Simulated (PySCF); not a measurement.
# Polarisability and C₆ of As (arsenic, neutral)

[Ar] 3d10 4s2 4p3, high-spin 4S determinant. Calculation: PySCF 2.14, in aug-cc-pVQZ-PP with one added diffuse shell each of s, p, d, f, g type with ECP10MDF (8s7p6d4f3g, 114 functions); scalar relativity through the core potential. Coupled (time-dependent) response in atomic units; α is the mean over directions.

```csv
method,mean α (bohr³),C₆ (like pair),S(−4)
M06,31.25,251.2,366.8
```

S(−4) is the Cauchy moment in α(ω) = α(0) + S(−4) ω² + …

Reference α: 30 ± 1 bohr³ (recommended; Schwerdtfeger and Nagle, table of static dipole polarizabilities (2023 update)). Published C₆: 246.0 (Chu and Dalgarno (2004); Tang, Norbeck and Certain (1976)).

α(iu) at M06:

```csv
u (hartree),α(iu) (bohr³)
0,31.25
0.0500,30.37
0.100,28.12
0.200,22.33
0.300,17.22
0.500,10.55
0.750,6.305
1.00,4.159
1.50,2.221
2.00,1.407
3.00,0.7359
5.00,0.3185
```

A single London oscillator, α(iu) = α/(1 + u²/ω²), gives C₆ = (3/4) ω α². Matching the computed C₆ needs ω = 4 × 251.2 / (3 × 31.25²) = 0.343 hartree.

Energies and moments cover only the electrons outside the core potential.
